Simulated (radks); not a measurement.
Neutral boron, 5 electrons, occupied as [He] 2s2 2p1. Method: non-relativistic Kohn-Sham, exchange-only PBE, spin-polarised, spherical densities, point nucleus; open shells are filled with parallel spins first; computed with a radial shooting solver on a logarithmic mesh with Libxc functionals.

Unscreened Slater integrals over Kohn-Sham orbitals (eV). They are taken over the spin-up orbitals.

\begin{tabular}{lr}
integral & value \\ \hline
F0(2p,2p) & 10.975 \\
F2(2p,2p) & 4.8602 \\
F0(2p,2s) & 11.772 \\
G1(2p,2s) & 7.1841 \\
F0(2p,1s) & 16.104 \\
G1(2p,1s) & 1.2760 \\
F0(2s,2s) & 12.733 \\
F0(2s,1s) & 18.094 \\
G0(2s,1s) & 1.2305 \\
F0(1s,1s) & 77.925 \\
\end{tabular}

Derived for the open shells (J is the average intra-shell exchange parameter used in DFT+U). 2p: J = F2/5 = 0.9720 eV.
